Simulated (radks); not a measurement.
Results of a calculation; reference values are marked as such.
Ionisation of In+, [Kr] 4d10 5s2, to In2+, [Kr] 4d10 5s1, under several functionals. Dirac Kohn-Sham, spin-unpolarised, spherical densities, point nucleus; a radial shooting solver on a logarithmic mesh with Libxc functionals.

\begin{tabular}{lrrrrrr}
functional & E(In+) (hartree) & Exc (hartree) & IE (eV) & -e(HOMO) (eV) & <r> HOMO (bohr) & IE error (eV) \\ \hline
PW91 & -5883.89775 & -160.64402 & 19.325 & 15.013 & 2.479 & +0.455 \\
LDA (Slater exchange, VWN5 correlation) & -5877.83717 & -154.49681 & 19.657 & 15.301 & 2.464 & +0.787 \\
Wu-Cohen GGA & -5882.28414 & -159.00737 & 19.298 & 15.008 & 2.465 & +0.428 \\
exchange-only B88 & -5881.17752 & -157.87985 & 18.470 & 14.144 & 2.506 & -0.400 \\
SOGGA & -5879.97701 & -156.67022 & 19.131 & 14.843 & 2.474 & +0.260 \\
PBE & -5883.01701 & -159.75041 & 19.236 & 14.923 & 2.482 & +0.365 \\
RPBE & -5883.34261 & -160.08404 & 19.057 & 14.774 & 2.491 & +0.186 \\
AM05 & -5878.05461 & -154.72439 & 19.240 & 14.935 & 2.471 & +0.370 \\
PBEsol & -5880.33881 & -157.03326 & 19.279 & 14.983 & 2.471 & +0.409 \\
\end{tabular}

NIST Atomic Spectra Database: 18.870 eV (measured). Closest: RPBE. The Delta-SCF values span 1.19 eV, the total energies 6.06 hartree. The highest occupied level is 5s1/2. Spin polarisation and multiplet splitting are left out, so open shells lie too high by an amount that depends on their filling.

Beside tabulated values, note that spin-unpolarised runs miss the spin-polarisation part of the exchange energy of open shells.
